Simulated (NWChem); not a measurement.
**Plane-wave run on Si (space group Fd-3m)**

```
CELL_PARAMETERS angstrom
      0.00000     2.72185     2.72185
      2.72185     0.00000     2.72185
      2.72185     2.72185     0.00000
ATOMIC_POSITIONS crystal
  Si 0.25000 0.25000 0.25000
  Si 0.00000 0.00000 0.00000
```

Everything below was run with NWChem. Origin of the cell: Materials Project cell, not relaxed here.

Norm-conserving pseudopotentials with valence charges Si 4, fixed occupations, no spin-orbit coupling, density cut at twice the wavefunction cutoff.

Level: LDA (Vosko), HGH, cutoff 15 Ha, density from a 4×4×4 mesh. Bands run along Γ–X–U|K–Γ–L–W–X with k in units of the cell's reciprocal vectors.

Problem. Give the band energies at the labelled points, in eV from the valence-band top.

Solution. 
```csv
point,k,band 1,band 2,band 3,band 4,band 5,band 6
Γ,0.000 0.000 0.000,-11.92,0.00,0.00,0.00,2.55,2.55
X,0.500 0.000 0.500,-7.81,-7.80,-2.83,-2.83,0.65,0.66
U,0.625 0.250 0.625,-8.21,-7.21,-4.29,-2.41,1.14,4.07
K,0.375 0.375 0.750,-8.21,-7.21,-4.29,-2.41,1.14,4.07
L,0.500 0.500 0.500,-9.60,-6.95,-1.19,-1.19,1.39,3.34
W,0.500 0.250 0.750,-7.64,-7.63,-3.84,-3.84,4.22,4.22
```
Bands up to 4 are filled.
